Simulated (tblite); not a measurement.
Compound: C5H2F2O2.
SMILES with atom numbers: `[O:1]=[C:2]([F:3])[c:4]1[o:5][cH:6][cH:7][c:8]1[F:9]` (hydrogens: H10 on C6; H11 on C7)

Cartesian coordinates in Å at the GFN2-xTB level; atoms count from 1:
```xyz
11
C5H2F2O2 angstrom
O      2.8688    0.4979    0.2279
C      2.0328   -0.2863   -0.0645
F      2.3822   -1.5304   -0.4968
C      0.5919   -0.1372   -0.0390
O     -0.2244   -1.1496   -0.4130
C     -1.4779   -0.7321   -0.2901
C     -1.5392    0.5562    0.1650
C     -0.1961    0.9422    0.3275
F      0.2298    2.1174    0.7502
H     -2.2547   -1.4242   -0.5516
H     -2.4079    1.1489    0.3585
```

Calculated harmonic vibrations of the isolated species, GFN2-xTB (tblite), most abundant isotopes, no scaling. Errors from tens to a few hundred cm⁻¹ against measured bands are possible. One conformer, not necessarily the lowest.

Harmonic wavenumbers (cm⁻¹): 66.8, 128.0, 155.7, 300.6, 314.5, 432.3, 518.7, 587.0, 613.8, 642.3, 691.6, 724.5, 803.4, 831.6, 863.6, 967.3, 1045.2, 1090.3, 1180.2, 1249.1, 1286.8, 1405.3, 1483.7, 1576.9, 1833.7, 3170.0, 3208.0.

A = 2704, B = 1543, C = 982.4 MHz; mass 132.002 u (most abundant isotopes); point group Cs, symmetry number 1.

Task: What is the zero-point energy?

Result: ½Σν̃ = 13585 cm⁻¹ = 38.84 kcal/mol.

Task: What is S at 350 K and 1 bar for an ideal gas of classical rigid rotors and harmonic oscillators?

Result: Translation 41.37, rotation 29.23, vibration 20.34: S = 90.9 cal/(mol K).

Task: And Cp and H(350 K) − H(0)?

Result: Cp = 31.39 cal/(mol K), of which vibrations give 23.44 (their classical limit is 27 R = 53.7); H(350 K) − H(0) = 6.72 kcal/mol without the zero-point energy, 3.93 from vibrations.

Task: How do the functions run with temperature in this model?

Result: 
```
 T (K)  S (cal/(mol K))  Cp (cal/(mol K))  H − H(0) (kcal/mol)  G − H(0) (kcal/mol)  ln q(vib)
   150             71.1              17.2                 1.84                -8.83       1.49
   250             81.6              24.5                 3.91               -16.48       2.99
298.15             86.2              27.9                 5.18               -20.52       3.75
   400             95.3              34.4                 8.36               -29.77       5.39
   600            111.1              43.2                16.20               -50.46       8.64
   900            130.1              50.4                30.36               -86.76      13.21
```

q(vib) and H(0) count from the zero-point level.

Task: Blend soft modes into free rotors: weight 1/[1 + (100 cm⁻¹/ν̃)⁴] for the oscillator and the rest for a rotor with moment μB/(μ + B), μ = h/(8π²ν), B = 10⁻⁴⁴ kg m². What vibrational entropy results?

Result: 19.21 cal/(mol K) in place of 20.34, which changes −T·S at 350 K by +0.40 kcal/mol.

Task: What must be added to the electronic energy to get the Gibbs energy at 350 K and 1 bar?

Result: ZPE + [H(350 K) − H(0)] − T·S = 38.84 + 6.72 − 31.83 = 13.73 kcal/mol.

Hindered rotation and anharmonicity are outside this model. Other conformers, if any are populated, would add a mixing term that is left out.

The run took 0.28 s of wall time on one thread, Arm Neoverse V1 (aarch64), shared host with 32 logical CPUs at a one-minute load of 19. This covers the Hessian and the dipole derivatives.
